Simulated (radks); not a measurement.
Excited configurations of Ar: one electron is placed in a higher orbital outside [Ne] 3s2 3p5. The ground configuration is [Ar]. Calculated with a radial shooting solver on a logarithmic mesh with Libxc functionals: scalar-relativistic Kohn-Sham, LDA (Slater exchange, Perdew-Wang correlation), spin-unpolarised, spherical densities, point nucleus. Excitation = E - E(ground); binding = E(ion) - E, where the ion is the core of charge +1; n* = 1/sqrt(2 binding) in atomic units, and the quantum defect is n - n*.

3d: excitation (eV) 14.206; binding (eV) 1.950; quantum defect 0.359; <r> (bohr) 7.637
4p: excitation (eV) 13.450; binding (eV) 2.706; quantum defect 1.758; <r> (bohr) 6.926
4f: excitation (eV) 15.248; binding (eV) 0.909; quantum defect 0.131; <r> (bohr) 17.64
5p: excitation (eV) 14.751; binding (eV) 1.405; quantum defect 1.888; <r> (bohr) 14.59
6p: excitation (eV) 15.293; binding (eV) 0.863; quantum defect 2.030; <r> (bohr) 24.91
6d: excitation (eV) 15.583; binding (eV) 0.574; quantum defect 1.131; <r> (bohr) 36.70
6f: excitation (eV) 15.706; binding (eV) 0.450; quantum defect 0.504; <r> (bohr) 44.97
7d: excitation (eV) 15.739; binding (eV) 0.417; quantum defect 1.291; <r> (bohr) 52.41
7f: excitation (eV) 15.817; binding (eV) 0.340; quantum defect 0.670; <r> (bohr) 62.62

The Delta-SCF ionisation energy is 16.157 eV (NIST Atomic Spectra Database: 15.760 eV, measured). Self-interaction in the functional shifts the binding energies and quantum defects, so they are the method's values and not measured ones. Spin polarisation and multiplet splitting are left out, so open shells lie too high by an amount that depends on their filling.

Beside tabulated values, note that spin-unpolarised runs miss the spin-polarisation part of the exchange energy of open shells.
